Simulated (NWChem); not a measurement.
System: SiCl$_{2}$, singlet; SMILES [Si](Cl)Cl

```xyz
3

Si     0.0000     0.0000     0.9323
Cl    -1.6066     0.0000    -0.3846
Cl     1.6066     0.0000    -0.3846
```
Atoms are numbered in this order, from 1.

Program: NWChem. Geometry optimised at PBE0-D3(BJ)/def2-TZVP; all other runs use it. Pople sets run with spherical d functions. Low-valent species are run as closed-shell singlets; no triplet was tried in these runs. Vzz has the sign of the potential's second derivative.

```tsv
quantity	level	value
highest occupied level (eV)	LC-wPBE (HJS exchange hole, range parameter 0.4 per bohr)/def2-TZVP	-10.30
dipole in solution (D) in water	PBE0/6-31G*, SMD	1.55
Vzz Cl3 (a.u.)	CAM-B3LYP/def2-SVP	1.369
anisotropy (bohr³), static	LC-BLYP (range parameter 0.33 per bohr)/6-31+G*	25.1
−ε(HOMO) (eV)	PBE/def2-SVPD	6.78
dipole (D)	PBE0-D3(BJ)/def2-TZVP	0.87
highest harmonic frequency (cm⁻¹)	PBE0-D3(BJ)/def2-TZVP	522
```
